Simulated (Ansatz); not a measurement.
`OC(F)([SiH3])CF` + `CC#CS[SiH3]` → `[SiH3]C#CS[SiH3]` + `CC(O)(F)CF`  (formal exchange of groups at the Si–C bond)

Computed with Ansatz on PBE0-D4/def2-TZVP structures; ΔE is electronic, products minus reactants. CBS: MP2 limit from def2 TZ/QZ plus the TZ coupled-cluster correction, frozen cores. Functionals use def2-TZVPP. One conformer a species, not always the lowest.

Q: Is it downhill or uphill in electronic energy at CCSD(T)/CBS, and by how much? (Best estimate.)

A: Computed: Downhill: ΔE = -77.5 kJ/mol.

Q: What do these levels give: PBE-D4, ωB97X-V, MP2/def2-TZVPP, SCS-MP2/def2-TZVPP, HF/def2-QZVPP, SCS-MP2/def2-QZVPP? (Estimate.)

A: Ansatz gave: PBE-D4 -63.2, ωB97X-V -70.5, MP2/def2-TZVPP -82.1, SCS-MP2/def2-TZVPP -81.4, HF/def2-QZVPP -82.2, SCS-MP2/def2-QZVPP -80.5 kJ/mol.

Largest T1 diagnostic among the species: 0.013.

From PBE to PBE0 (25 % exact exchange), in def2-TZVPP and without D4, ΔE moves by −5.2 kJ/mol.
